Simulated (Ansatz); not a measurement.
C₃H₁₁NSn⁺, that is Sn(NH2)Me3 with one electron fewer. Total charge 1; doublet. Geometry PBE0-D4/def2-SVP, that of the neutral singlet.

```xyz
16

Sn    0.0492    0.1013   -0.0598
N     0.9822    1.7395   -0.8827
H     1.9029    1.5297   -1.2651
H     1.1095    2.5037   -0.2210
C    -1.8466    0.8263    0.6439
H    -2.4969   -0.0127    0.9309
H    -2.3390    1.3992   -0.1547
H    -1.7159    1.4800    1.5185
C     1.1672   -0.7995    1.5544
H     0.6269   -1.6736    1.9477
H     1.3084   -0.0791    2.3733
H     2.1551   -1.1300    1.2019
C    -0.1922   -1.2881   -1.6800
H     0.7857   -1.6138   -2.0634
H    -0.7480   -0.8067   -2.4970
H    -0.7485   -2.1761   -1.3467
```

In the def2 sets Sn takes a core potential; there is no spin–orbit coupling.

**Question.** Estimate the α-spin orbital energies around the gap (eV) in Ansatz with PBE-D4/def2-TZVP, PBE0-D4/def2-TZVP, ωB97M-V/def2-TZVP.

**Answer.** 
```csv
orbital,PBE-D4/def2-TZVP,PBE0-D4/def2-TZVP,ωB97M-V/def2-TZVP
HOMO−5,-13.87,-15.43,-17.82
HOMO−4,-13.85,-15.26,-17.58
HOMO−3,-13.74,-15.25,-17.56
HOMO−2,-12.89,-14.89,-17.31
HOMO−1,-12.03,-13.11,-15.00
HOMO,-11.50,-12.51,-14.56
LUMO,-5.63,-4.83,-3.34
LUMO+1,-4.38,-3.42,-1.98
LUMO+2,-3.91,-3.12,-1.83
LUMO+3,-3.72,-2.90,-1.59
LUMO+4,-3.63,-2.74,-1.10
LUMO+5,-2.82,-2.02,-0.52
β HOMO,-11.41,-12.43,-14.53
β LUMO,-11.20,-10.47,-8.73
```
